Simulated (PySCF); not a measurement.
Compound: C8H9BrO.
Structure used (PBE0-D3(BJ)/def2-SVP), in Å, numbered top down from 1:
```xyz
19
C8H9BrO angstrom
C     -3.3033    0.9855   -0.2757
O     -3.1123   -0.1368   -1.0876
C     -2.3415   -1.1378   -0.4936
C     -0.8745   -0.7926   -0.3805
C     -0.1002   -1.2579    0.6839
C      1.2618   -0.9736    0.7603
C      1.8514   -0.2022   -0.2387
Br     3.6935    0.1987   -0.1387
C      1.0966    0.2825   -1.3067
C     -0.2603   -0.0197   -1.3709
H     -3.9310    1.6951   -0.8321
H     -2.3509    1.4846   -0.0159
H     -3.8207    0.7215    0.6674
H     -2.7359   -1.4059    0.5078
H     -2.4567   -2.0294   -1.1329
H     -0.5661   -1.8529    1.4749
H      1.8617   -1.3402    1.5950
H      1.5700    0.8892   -2.0805
H     -0.8668    0.3556   -2.1986
```

Method used: PBE0-D3(BJ)/def2-SVP geometry optimisation, gas phase (PySCF).

Take the most abundant isotopes and a rigid rotor. The values belong to one conformer with, in the numbering `[CH3:1][O:2][CH2:3][c:4]1[cH:5][cH:6][c:7]([Br:8])[cH:9][cH:10]1`, C1–O2–C3–C4 -72°, O2–C3–C4–C5 148°.

What are A, B and C (cm⁻¹)?

Ia = 153.36, Ib = 1429.09, Ic = 1500.66 u·Å²; 505379 MHz·u·Å²/I gives 3295, 353.6 and 336.8 MHz, that is A = 0.10992, B = 0.01180, C = 0.01123 cm⁻¹.

Classify the top.

A near-prolate asymmetric top. Ray's parameter κ = (2B − A − C)/(A − C) = -0.989; −1 is the prolate and +1 the oblate limit.

What does the inertial defect say?

Not planar: Δ = Ic − Ia − Ib = -81.79 u·Å². For a rigid frame Δ = −2 Σ m c², so Σ m c² = 40.89 u·Å² lies off the ab plane: 11.34 from hydrogen and 29.55 from heavier atoms. The atom farthest from that plane is 1.72 Å away.

Give the other two planar moments, Paa and Pbb, and the rms extents of the mass along the axes.

Paa = Σ m a² = (Ib + Ic − Ia)/2 = 1388.20 and Pbb = Σ m b² = (Ia + Ic − Ib)/2 = 112.47 u·Å². With the mass M = 199.98 u, the rms extents √(P/M) along a, b and c are 2.63, 0.75, 0.45 Å.

Which lines would a microwave search look for?

The dipole components are |μa| = 1.30 D, |μb| = 0.73 D, |μc| = 0.75 D. Intensities carry the squares of the components, which stand as 1.00 : 0.32 : 0.33 (a : b : c). Some lines, for components of 0.1 D or more:

| type | branch | J(Ka,Kc) | MHz | lower level (cm⁻¹) |
| --- | --- | --- | --- | --- |
| b | R | 5(0,5) ← 4(1,4) | 584 | 0.326 |
| a | R | 2(1,2) ← 1(1,1) | 1364 | 0.121 |
| a | R | 3(1,3) ← 2(1,2) | 2046 | 0.167 |
| a | R | 4(3,1) ← 3(3,0) | 2762 | 1.024 |
| b | Q | 3(1,2) ← 3(0,3) | 3001 | 0.138 |
| c | R | 5(1,4) ← 4(0,4) | 6529 | 0.230 |
| b | R | 5(2,3) ← 4(1,4) | 12389 | 0.326 |
| b | Q | 4(3,1) ← 4(2,2) | 14750 | 0.624 |
| b | R | 4(3,2) ← 3(2,1) | 17512 | 0.532 |
| b | R | 4(3,1) ← 3(2,2) | 17513 | 0.532 |
| c | R | 5(3,3) ← 4(2,3) | 18203 | 0.624 |

Stationary, but not proved a minimum. Zero-point vibration and centrifugal distortion are left out. A rigid rotor knows nothing of internal rotation, which can split or shift real lines. Quadrupole hyperfine structure (79Br) is left out.
